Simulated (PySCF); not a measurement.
# Computed records: C2H6BGe

Calculation on a computer-drawn molecule: optimised geometry and harmonic frequencies of an isolated molecule of the commonest isotopes, restricted reference for singlets and unrestricted otherwise, frozen core in MP2; on germanium a core potential holds 10 electrons, which the energies leave out, and 3d is frozen in MP2 and coupled-cluster steps. Program: PySCF 2.14.0.

Entry: C2H6BGe

Start structure:
```xyz
10
C2H6BGe
B     -3.4737    -0.4021     0.8620
C     -2.4031     0.3728     0.9223
Ge    -0.7837     0.0265    -0.2408
C      0.6708    -0.6522     0.9134
H     -4.3257    -1.2222     0.7238
H     -2.1621     1.2460     1.5221
H     -1.1569    -0.9999    -1.2550
H     -0.3816     1.3524    -0.8855
H      1.2769    -0.0385     1.4669
H      0.6916    -1.6753     1.1763
```

| Quantity | Value |
| --- | --- |
| charge | 0 |
| multiplicity | 2 |
| method | HF |
| basis | cc-pVDZ |
| basis and core potential on germanium | cc-pVDZ-PP ECP10MDF |
| rotational constants | 11.33, 3.049, 2.69 GHz |
| total energy | -397.1868 hartree |
| spin squared | 0.7629 |
| convergence status largest gradient component | 4.533e-06 hartree/bohr |

Drawn bonds:
| atom | other atom | order |
| --- | --- | --- |
| 1 | 2 | 2 |
| 2 | 3 | 1 |
| 3 | 4 | 1 |
| 1 | 5 | 1 |
| 2 | 6 | 1 |
| 3 | 7 | 1 |
| 3 | 8 | 1 |
| 4 | 9 | 1 |
| 4 | 10 | 1 |

Optimised structure:
```xyz
10
C2H6BGe
B     -3.5103    -0.4352     0.7192
C     -2.3797     0.2987     0.9930
Ge    -0.8103     0.0319    -0.1248
C      0.6899    -0.5833     0.9379
H     -4.4458    -1.0903     0.4369
H     -2.2963     1.0220     1.7969
H     -1.1544    -1.0007    -1.2130
H     -0.4110     1.3409    -0.8215
H      1.7188    -0.3499     0.6790
H      0.5516    -1.2267     1.8019
```

Modes:
| frequency (cm⁻¹) | reduced mass (dalton) |
| --- | --- |
| 89.15 | 1.228 |
| 99.89 | 1.856 |
| 152.3 | 2.712 |
| 210.2 | 2.704 |
| 450.2 | 1.123 |
| 518.3 | 1.28 |
| 568.5 | 1.312 |
| 593.4 | 4.182 |
| 653.9 | 4.859 |
| 714.4 | 1.189 |
| 752.6 | 1.251 |
| 770.6 | 1.165 |
| 872 | 1.282 |
| 895.7 | 1.187 |
| 962.2 | 1.028 |
| 1030 | 1.242 |
| 1474 | 1.132 |
| 1576 | 5.617 |
| 2176 | 1.022 |
| 2207 | 1.016 |
| 2937 | 1.135 |
| 3261 | 1.052 |
| 3342 | 1.092 |
| 3369 | 1.116 |
